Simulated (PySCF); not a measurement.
C8H10P (charge -1).
Atom-mapped SMILES: `[CH2:1]=[CH:2][c:3]1[cH:4][p-:5][c:6]([CH2:7][CH3:8])[cH:9]1`

Cartesian coordinates in Å at the GFN2-xTB level; atoms count from 1:
```
atom  x, y, z in Å
C1     3.2536    0.8409    0.2440
C2     2.7231   -0.3231   -0.1504
C3     1.3459   -0.6104   -0.4141
C4     0.9131   -1.8708   -0.8317
P5    -0.7932   -1.9736   -1.1018
C6    -0.9504   -0.2731   -0.6436
C7    -2.2611    0.4563   -0.5829
C8    -2.8221    0.4764    0.8402
C9     0.2581    0.2855   -0.3095
H10    2.6507    1.7184    0.4086
H11    4.3141    0.9563    0.4162
H12    3.3977   -1.1651   -0.2973
H13    1.5750   -2.7148   -0.9780
H14   -2.9849   -0.0305   -1.2435
H15   -2.1267    1.4897   -0.9282
H16   -3.7798    0.9997    0.8834
H17   -2.9626   -0.5440    1.1912
H18   -2.1215    0.9720    1.5101
H19    0.3612    1.3193   -0.0051
```

Probes without a nucleus sit at each ring's centroid and 1 Å off its mean plane on both sides; NICS is minus the shielding there, NICSzz its component along the normal. Level: GIAO PBE0/pcSseg-1 (PySCF, non-relativistic, gas phase) on the GFN2-xTB geometry, one conformer.

Ring bond lengths (Å), with Mayer bond orders in brackets: C3–C4 1.397 (1.40), C4–P5 1.731 (1.31), P5–C6 1.768 (1.19), C6–C9 1.373 (1.50), C9–C3 1.413 (1.29).

Question: Give the NICS values of each ring in ppm.

Answer: 
```
          ring                                               type  NICS(0)  NICS(1), two faces  NICS(1)zz, two faces  rms pucker (Å)  centre to ring atoms, mean (Å)
C3–C4–P5–C6–C9  5-membered ring with P; formal bonds all aromatic    -10.0         -9.9 / -9.7         -24.7 / -23.4            0.00                            1.30
```

Question: What can be read from them?

Answer: 
- C3–C4–P5–C6–C9: mean NICS(1)zz -24.0 ppm, shielded.

Question: What does the geometric index give? HOMA takes Krygowski's 1993 parameters.

Answer: 
- C3–C4–P5–C6–C9: HOMA 0.81; the largest term is that of P5–C6, α(R − Ropt)² = 0.58.

Question: What is the mean of the two in-plane components of NICS at the first NICS(1) probe listed for ring C3–C4–P5–C6–C9, 1 Å off the ring?

Answer: The isotropic value is a third of the trace: (3 × -9.9 − (-24.7))/2 = -2.5 ppm.

Question: What are the shieldings of the ring atoms and their hydrogens in the same run (means over atoms taken as equivalent)?

Answer: 
| atoms | environment | σ isotropic (ppm) | principal values of the symmetric part, first atom (ppm) |
| --- | --- | --- | --- |
| C3 | substituted aromatic carbon | 52.7 | -2.6, 21.2, 139.5 |
| C4 | aromatic CH carbon | 42.6 | -76.5, 64.7, 139.5 |
| P5 | phosphorus bonded to 2 C | 234.1 | 134.8, 169.6, 398.0 |
| C6 | substituted aromatic carbon | 28.3 | -73.2, 12.4, 145.7 |
| C9 | aromatic CH carbon | 71.6 | -9.6, 74.2, 150.1 |
| H13 | aromatic hydrogen | 24.96 | 22.8, 24.2, 27.8 |
| H19 | aromatic hydrogen | 24.46 | 21.1, 23.0, 29.3 |
